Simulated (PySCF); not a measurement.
# Sulfur: a sound run and one with changed settings

Sound run: S+ [Ne] 3s2 3p3, S(2+) [Ne] 3s2 3p2. Computed with PySCF 2.14 in aug-cc-pV(D+d)Z, with the non-relativistic Hamiltonian (point nucleus). The sound run starts from symmetry-adapted Hartree-Fock orbitals and uses a fine grid where one is needed.

A second run was set up differently.

| species | method | sound run (hartree) | changed run (hartree) | converged |
| --- | --- | --- | --- | --- |
| S+ | UHF | -397.15977 | -397.15977 | yes |
| S+ | B3LYP | -397.74035 | -397.74035 | yes |
| S+ | TPSS | -397.74589 | -397.74589 | yes |
| S(2+) | UHF | -396.32475 | -396.32475 | yes |
| S(2+) | B3LYP | -396.88527 | -396.91176 | yes |
| S(2+) | TPSS | -396.88789 | -396.97173 | yes |

Ionisation energy of S+:

```json
{"method": "UHF", "sound run (eV)": "22.722", "changed run (eV)": "22.722"}
{"method": "B3LYP", "sound run (eV)": "23.268", "changed run (eV)": "22.547"}
{"method": "TPSS", "sound run (eV)": "23.347", "changed run (eV)": "21.066"}
```

**Question.** What was changed?
A. angular grid far too coarse
B. basis contracted for another Hamiltonian
C. too few SCF iterations
D. all electrons correlated in a valence basis

**Answer.** A. It used 6 angular points. A coarse angular grid integrates products of high-l functions wrongly, so density functionals can shift, and the SCF can exploit the error; Hartree-Fock and MP2 need no grid.
